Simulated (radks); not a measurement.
Task: All-electron atom: the rhodium ion Rh4+ in [Kr] 4d5. Calculated with a radial shooting solver on a logarithmic mesh with Libxc functionals: scalar-relativistic Kohn-Sham, Slater X-alpha with alpha = 0.64, spin-unpolarised, spherical densities, point nucleus. Some entries of the table are withheld. Estimate them.

orbital,occ.,eigenvalue (eV),<r^2> (bohr^2)
1s,2,(1),0.001441
2s,2,-3383.966,(2)
2p,6,-3039.376,(3)
3s,2,(4),0.1756
3p,6,-532.7159,(5)
3d,10,-351.3450,0.1646
4s,2,-132.3865,1.059
4p,6,-99.7608,1.269
4d,5,-52.4774,2.039

Result: 
(1) 1s eigenvalue (eV): -23044.34
(2) 2s <r^2> (bohr^2): 0.02381
(3) 2p <r^2> (bohr^2): 0.01873
(4) 3s eigenvalue (eV): -645.8578
(5) 3p <r^2> (bohr^2): 0.1780
